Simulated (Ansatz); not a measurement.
Geometry optimisation, Ansatz, RHF/def2-SVP.

Input:

```yaml
crystal:
  periodic: [false, false, false]
  atoms:
    - { symbol: Sn, position_ang: [0.562171, 0.195056, -0.426939] }
    - { symbol: C, position_ang: [-0.048489, 0.31249, 2.875932] }
    - { symbol: H, position_ang: [-1.010059, 0.401169, 2.367579] }
    - { symbol: H, position_ang: [0.228523, -0.739212, 2.950493] }
    - { symbol: H, position_ang: [-0.14569, 0.730028, 3.877559] }
    - { symbol: Cl, position_ang: [1.723666, 0.050742, -2.48656] }
    - { symbol: H, position_ang: [-0.907191, 0.981766, -0.764091] }
    - { symbol: H, position_ang: [0.345411, -1.405975, 0.095776] }
    - { symbol: H, position_ang: [1.551565, 1.1059, 0.652462] }
    - { symbol: H, position_ang: [0.724694, 0.858836, 2.319889] }
basis:
  gaussian: { orbitals: def2-SVP }
hamiltonian:
  xc: hf
relax:
  f_tol: 0.03
  max_steps: 50
output:
  orbitals: {}
```

Run as:

```bash
$ ansatz run input.yaml --threads 1 --pin off --max-ram 2048MiB --backend cpu --events-out ev --progress --plain --runs-dir out
```

Question: Where does it end, and by what steps?

Answer: The run converged. After 10 steps the energy has fallen by 0.275 eV; H9 moved furthest, 0.91 Å.

| step | energy less start (eV) | largest force component (eV/Å) | accepted |
| --- | --- | --- | --- |
| 0 | 0.0000 | 0.749 | yes |
| 1 | -0.1373 | 0.232 | yes |
| 2 | -0.2078 | 0.161 | yes |
| 3 | -0.2589 | 0.062 | yes |
| 4 | -0.2678 | 0.085 | yes |
| 5 | -0.2713 | 0.075 | yes |
| 6 | -0.2737 | 0.064 | yes |
| 7 | -0.2743 | 0.066 | yes |
| 8 | -0.2746 | 0.052 | yes |
| 9 | -0.2749 | 0.035 | yes |
| 10 | -0.2750 | 0.001 | yes |

```xyz
10
Properties=species:S:1:pos:R:3
Sn 0.781 0.171 -0.959
C -0.236 0.348 3.426
H -1.127 0.505 2.818
H 0.135 -0.665 3.276
H -0.489 0.489 4.476
Cl 1.550 -0.098 -3.180
H -0.714 0.975 -1.066
H 0.631 -1.395 -0.314
H 1.960 1.095 -0.156
H 0.534 1.066 3.142
```

Whether the end is a true minimum wasn't checked by a vibrational analysis.

Run time: 21 s on 1 thread of Arm Neoverse V2, on a shared host, peak memory 0.18 GiB.
